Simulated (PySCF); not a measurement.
**Distorted geometries of [Er(H2O)4]3+**

[Er(H2O)4]3+ (singlet in the valence; each metal's 4f electrons, 11 of them, lie in its core potential, out of spins and levels). PySCF 2.14.0, RKS PBE0, Er lcecp-1-SVP with ECP57, O def2-SVP, H def2-SVP; non-relativistic Hamiltonian with scalar-relativistic core potentials where named; density fitting; no spin-orbit coupling. Relaxed geometry:

```xyz
13

Er    0.0000    0.0000    0.0000
O     1.3342    1.3121    1.2459
H     2.1385    1.0581    1.7541
H     1.2596    2.2808    1.4076
O    -1.3341   -1.2460    1.3121
H    -1.2597   -1.4075    2.2807
H    -2.1385   -1.7541    1.0580
O     1.3342   -1.3121   -1.2459
H     1.2596   -2.2808   -1.4076
H     2.1385   -1.0581   -1.7541
O    -1.3341    1.2460   -1.3121
H    -2.1385    1.7541   -1.0580
H    -1.2597    1.4075   -2.2807
```

Question: Order these distorted geometries by energy above the relaxed one, lowest first.
A.
```xyz
13

Er   -0.0504   -0.0617   -0.0271
O     1.3231    1.3141    1.2622
H     2.1582    1.0112    1.7806
H     1.2740    2.2981    1.3489
O    -1.3127   -1.2372    1.2998
H    -1.2543   -1.4051    2.2240
H    -2.0467   -1.7489    1.0712
O     1.3537   -1.2820   -1.1821
H     1.2570   -2.2878   -1.3898
H     2.1380   -1.0538   -1.7729
O    -1.4399    1.2646   -1.3081
H    -2.1410    1.7626   -1.0548
H    -1.2590    1.4260   -2.2518
```
B.
```xyz
13

Er   -0.0227    0.0079   -0.0214
O     1.3618    1.3895    1.2630
H     2.0977    1.0658    1.7102
H     1.2401    2.2700    1.4118
O    -1.3665   -1.2719    1.3364
H    -1.2568   -1.4770    2.2697
H    -2.1459   -1.7710    1.0589
O     1.3359   -1.3160   -1.1896
H     1.2409   -2.3223   -1.3884
H     2.1441   -1.0652   -1.7644
O    -1.2900    1.2623   -1.2974
H    -2.1157    1.8275   -1.1058
H    -1.2228    1.4004   -2.2829
```
C.
```xyz
13

Er    0.0382   -0.0494   -0.0296
O     1.3159    1.3601    1.3741
H     2.2959    1.0534    1.8327
H     1.2117    2.3227    1.2418
O    -1.3167   -1.2076    1.3413
H    -1.2503   -1.3924    2.2861
H    -2.1997   -1.7985    1.0166
O     1.3552   -1.4318   -1.3953
H     1.1540   -2.3747   -1.4261
H     2.1041   -1.0664   -1.7631
O    -1.3454    1.2842   -1.2870
H    -2.0962    1.8890   -0.9147
H    -1.2670    1.4113   -2.2768
```

Answer: B (0.52 eV), A (0.63 eV), C (1.39 eV).

Question: Which forces (eV/Å) act in the one that lies 1.39 eV up?

Answer: 
```
Er   0.23  0.41  0.26
O    2.49 -2.67  0.19
H   -3.62  1.92 -1.48
H    0.75  0.28  0.66
O   -2.86 -1.81 -2.48
H   -0.02 -0.17  0.96
H    2.97  2.02  1.32
O   -4.88  0.75  3.36
H    0.98 -0.78 -0.83
H    3.67  0.31 -2.20
O   -0.55  0.58  0.60
H    1.36 -1.07 -1.20
H   -0.50  0.22  0.84
```
Forces carry noise of the integration grid, about 0.01 to 0.03 eV/Å.

An lcecp potential fixes the number of 4f electrons, so in runs with it no electron can move into or out of that shell.
